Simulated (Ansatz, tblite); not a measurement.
Forces on Al2B5 at its PBE0-D4/def2-SVP geometry. The state is a doublet with charge 0.

The xTB rows come from tblite. Another isomer (doublet) lies 0.28 eV lower at PBE0-D4/def2-TZVP; other spin states weren't run for this one.

GFN1-xTB (tblite), largest force 3.13 eV/Å:

```xyz
7
positions Å, forces eV/Å
B    -1.252   -0.359   -1.092   -0.595   -1.409   -0.273
B    -0.009    0.002    0.010   -0.024    0.005    0.027
B    -0.648   -1.541   -0.307   -1.152   -0.323   -0.992
B     0.645    1.542    0.311    1.136    0.327    1.008
B     1.250    0.359    1.094    0.582    1.411    0.287
Al    0.869   -1.686    1.109    1.252   -2.401    1.561
Al   -0.854    1.683   -1.126   -1.199    2.391   -1.618
```

GFN2-xTB (tblite), largest force 0.95 eV/Å:

```
B 0.615 -0.361 0.634
B -0.016 0.003 0.018
B -0.041 0.926 -0.223
B 0.050 -0.928 0.212
B -0.609 0.359 -0.639
Al 0.000 0.001 -0.001
Al 0.001 -0.001 0.000
```

PBE-D4/def2-TZVP (Ansatz), largest force 0.29 eV/Å:

```
B 0.088 -0.246 0.130
B 0.000 0.000 0.002
B -0.137 0.198 -0.166
B 0.137 -0.197 0.165
B -0.090 0.246 -0.128
Al 0.112 -0.216 0.142
Al -0.109 0.216 -0.145
```
